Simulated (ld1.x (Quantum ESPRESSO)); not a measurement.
# Configuration tests for osmium (PAW)

```json
{
 "Element": "osmium",
 "Generator": "ld1.x (Quantum ESPRESSO) 7.5",
 "Type": "PAW",
 "Functional": "PBEsol",
 "Relativity": "scalar-relativistic",
 "Frozen core": "[Kr] 4d10",
 "Valence charge": "30",
 "Reference configuration": "4f14 5s2 5p6 5d6 6s2 6p0",
 "Partial waves": "5s (bound): rcut 1.30, rcutus 1.60 bohr; 6s (bound): rcut 1.30, rcutus 1.60 bohr; 5p (bound): rcut 1.55, rcutus 1.70 bohr; 6p (bound, empty): rcut 1.55, rcutus 1.70 bohr; 5d (bound): rcut 1.80, rcutus 2.25 bohr; 5d channel at -0.1 Ry: rcut 1.80, rcutus 2.25 bohr; 4f (bound): rcut 0.75, rcutus 1.00 bohr; 4f channel at 0.1 Ry: rcut 0.75, rcutus 1.00 bohr",
 "Local potential": "all-electron potential smoothed inside 0.90 bohr (lloc = -1)",
 "Core correction": "a·sin(br)/r model core, default radius (core density twice the valence density)",
 "Augmentation charge": "PSQ, radius 0.70 bohr"
}
```

Energies are relative to the spin-unpolarised reference configuration 4f14 5s2 5p6 5d6 6s2 6p0; without spin polarisation the order of configurations can differ from experiment. Not all tests gave a result: test run stopped at test 4 of 7 (negative rho). The frozen-core shift is the all-electron ΔE with the core orbitals held at their reference shape minus the fully relaxed ΔE.

Its overlap operator is not positive definite in a basis up to 400 Ry (lowest eigenvalue p -0.06), so the file is unfit for use: the generalised eigenproblem breaks down once the basis is large enough, and its test numbers describe a broken file.

```
   valence configuration  charge  ΔE all-electron (eV)  error AE − PS (meV)  frozen-core shift (meV)
4f14 5s2 5p6 5d6 6s1 6p0      +1                 9.624                 -3.3                     +3.4
4f14 5s2 5p6 5d6 6s0 6p0      +2                26.563                 -8.5                     +8.4
4f14 5s2 5p6 5d5 6s0 6p0      +3                55.442                 -9.4                      +10
```

Note: ghost state, extra bound levels that the all-electron valence spectrum of the same l lacks: s at -967.0 eV (p not tested). A true bound ghost makes a file unfit for plane-wave use.
